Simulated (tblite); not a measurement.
C4H13Si2 (doublet state).
Atom-mapped SMILES: `[CH3:1][CH2:2][SiH2:3][C@H:4]([CH3:5])[SiH2:6]` (hydrogens: H7, H8, H9 on C1; H10, H11 on C2; H12, H13 on Si3; H14 on C4; H15, H16, H17 on C5; H18, H19 on Si6)

Computed with GFN2-xTB (tblite), gas phase: L-BFGS steps from a force-field or distance-geometry start until the largest atomic force falls under 0.01 eV/Å.

Geometry at step 18:
```
atom  x, y, z in Å
C1     -2.8625   -0.4291    0.5214
C2     -1.6400   -1.1773   -0.0130
Si3    -0.2975    0.0301   -0.6513
C4      1.2003    0.1694    0.5372
C5      1.6486    1.6281    0.7607
Si6     2.6572   -0.9145   -0.0601
H7     -3.7030   -1.1085    0.6714
H8     -2.6207    0.0466    1.4714
H9     -3.1653    0.3442   -0.1838
H10    -1.2580   -1.8292    0.7762
H11    -1.9599   -1.8315   -0.8265
H12    -0.9118    1.3607   -0.7883
H13     0.1388   -0.3668   -2.0012
H14     0.8767   -0.2091    1.5120
H15     1.3675    1.9581    1.7575
H16     2.7270    1.7445    0.6827
H17     1.2005    2.3178    0.0489
H18     3.9606   -0.3320    0.2416
H19     2.6317   -1.3924   -1.4339
```

**Question.** What forces act on the atoms?

**Answer.** 
| atom | Fx (eV/Å) | Fy (eV/Å) | Fz (eV/Å) |
| --- | --- | --- | --- |
| C1 | 0.098 | -0.041 | -0.035 |
| C2 | -0.004 | 0.056 | -0.013 |
| Si3 | -0.043 | -0.021 | 0.038 |
| C4 | -0.001 | 0.049 | -0.065 |
| C5 | 0.021 | 0.018 | 0.035 |
| Si6 | -0.047 | -0.118 | 0.092 |
| H7 | 0.073 | 0.064 | 0.051 |
| H8 | -0.081 | 0.008 | -0.068 |
| H9 | -0.073 | -0.073 | 0.079 |
| H10 | 0.025 | 0.019 | -0.084 |
| H11 | 0.057 | 0.056 | 0.016 |
| H12 | -0.007 | 0.002 | -0.001 |
| H13 | -0.009 | -0.019 | 0.047 |
| H14 | 0.014 | -0.064 | -0.027 |
| H15 | -0.061 | 0.061 | 0.026 |
| H16 | 0.058 | -0.009 | -0.005 |
| H17 | 0.001 | -0.065 | -0.058 |
| H18 | 0.035 | 0.040 | 0.049 |
| H19 | -0.054 | 0.035 | -0.077 |

The largest, 0.16 eV/Å, acts on Si6; the rms over all components is 0.051 eV/Å. The forces sum to zero within rounding, as they must for an isolated molecule in no field.

**Question.** Give the force on Si6 in Eh/bohr and in nN.

**Answer.** 0.157 eV/Å ÷ 51.422 = 0.00305 Eh/bohr, and 0.157 eV/Å × 1.602 = 0.25 nN.

**Question.** How far is this geometry from the end of the optimisation?

**Answer.** 0.315 eV above it, and 1.189 Å rms away after alignment. The bonds farthest from their final lengths, with half the difference of the two atoms' forces along the bond (positive lengthens):

```
   bond  now (Å)  final (Å)  force along bond (eV/Å)
  C4–C5    1.542      1.529                     0.00
 C2–Si3    1.915      1.902                    -0.05
 Si3–C4    1.917      1.906                    -0.01
 C4–Si6    1.912      1.902                    +0.01
  C1–C2    1.530      1.523                    -0.07
Si6–H19    1.455      1.460                    +0.05
```

The angle farthest from its final value is C4–Si6–H19, 117.9° against 112.7°.

Of the 4 listed bonds off by 0.010 Å or more, this force points towards the final length in 2.

The cost below is that of the whole relaxation. Time: 1.5 s of wall time. Hardware: one thread, Arm Neoverse V2 (aarch64), no GPU, shared host with 96 logical CPUs at a one-minute load of 71.
